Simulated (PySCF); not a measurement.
# Reading the logs of faulty runs: BCGeH8N

These are calculations, not measurements. They come from PySCF 2.14.0, an open-source quantum chemistry program, on an isolated molecule that a program drew, which may never have been made. The molecule is BCGeH8N (charge 0, singlet), drawn as the SMILES string `B[NH][GeH2][CH3]`.

Each row is a Hartree-Fock (HF) and frozen-core CCSD(T) single point in the cc-pVDZ basis, meant for a local HF minimum. Run 1 is clean. Each other run has one planted mistake out of seven kinds, and not every kind appears here: one electron removed, one electron added, multiplicity raised by two, geometry at a saddle point, minimal basis STO-3G, one bond length entered in bohr, all coordinates scaled. The reference is restricted for singlets and unrestricted otherwise, and also for a bond in bohr. Adding or removing an electron swaps singlet and doublet. Electrons count all cores. HOMO and LUMO are orbital energies over both spins, the gradient is its largest component, and the lowest frequency (negative if imaginary) is given only where the gradient is small. Bond lengths are over the 11 bonds as drawn. T1 is the CCSD diagnostic: over 0.02 (restricted) or 0.045 (unrestricted) a single reference is doubtful. Germanium has the cc-pVDZ-PP basis, with a core potential (ECP10MDF) in place of its 10 inner electrons, and its 3s, 3p and 3d shells are frozen in CCSD(T).

Geometry of the clean run:
```xyz
12
BCGeH8N, angstrom
B    -2.0322    0.6155   -1.2647
N    -1.1395    0.1340   -0.3034
Ge    0.6111    0.6839    0.0059
C     1.8606   -0.7269   -0.5125
H    -3.1393    0.1470   -1.3452
H    -1.6920    1.4961   -2.0121
H    -1.4778   -0.5986    0.2932
H     0.7500    0.9825    1.5054
H     0.8195    1.9562   -0.8128
H     1.6595   -1.6408    0.0505
H     1.7621   -0.9446   -1.5776
H     2.8882   -0.4162   -0.3108
```

```
run,electrons,basis functions,<S^2>,HOMO (eV),LUMO (eV),gradient (hartree/bohr),lowest frequency (cm^-1),mean bond (Å),longest bond (Å),T1,HF (hartree),CCSD(T) (hartree),mistake
1,58,105,0.000,-10.95,4.03,2.5e-06,29,1.3603,1.955,0.0124,-415.08316,-415.66016,no fault
2,58,105,2.019,-4.90,-2.32,4.2e-02,-,1.3603,1.955,0.0191,-414.83032,-415.40535,multiplicity raised by two
3,58,105,0.000,-10.79,3.87,2.2e-02,-,1.4025,2.015,0.0135,-415.07329,-415.65711,all coordinates scaled
4,59,105,0.759,3.40,8.29,6.2e-02,-,1.3603,1.955,0.0493,-414.93882,-415.54321,?
```

**Which mistake was planted in run 4, and what did it cost?**

It counts 59 electrons, one more than the clean run, at the same geometry and basis. So the mistake is: one electron added. Subtracting run 1 and multiplying by 627.51 kcal/mol a hartree, the energy moved by 90.6 kcal/mol in HF and 73.4 kcal/mol in CCSD(T).

Cautions from the logs. Run 4: T1 is over the limit, so its CCSD(T) energy is less reliable and the HOMO is above zero, so the electron isn't bound and the energy depends on the basis.
